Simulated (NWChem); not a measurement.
Molecule: C3H5F; SMILES C=C(C)F

```xyz
9

C     -0.9672    -1.0732     0.0000
C     -0.0508    -0.0929     0.0000
C     -0.2749     1.3831     0.0000
F      1.2680    -0.4070     0.0000
H     -2.0372    -0.8291     0.0000
H     -0.6580    -2.1276     0.0000
H      0.1971     1.8464     0.8918
H     -1.3533     1.6248     0.0000
H      0.1971     1.8464    -0.8918
```
Atoms are numbered in this order, from 1.

Structure relaxed at the PBE-D3(BJ)/def2-SVP level. B3LYP is NWChem's, with the RPA form of VWN correlation.

Symmetry labels are those of Cs in the frame above (b1 and b2, or b-type labels, depend on it).

Problem. List the 4 lowest vertical singlet excitations from B3LYP/def2-SVP, full TDDFT (NWChem).

Solution. 
```
state  energy (eV)  oscillator strength  symmetry  leading excitation (squared amplitude)
-----  -----------  -------------------  --------  --------------------------------------
S1            7.56                0.000        a"                    HOMO → LUMO+1 (0.95)
S2            7.61                0.442        a'                      HOMO → LUMO (0.97)
S3            8.17                0.008        a"                    HOMO → LUMO+2 (0.87)
S4            8.67                0.003        a"                    HOMO → LUMO+3 (0.75)
```
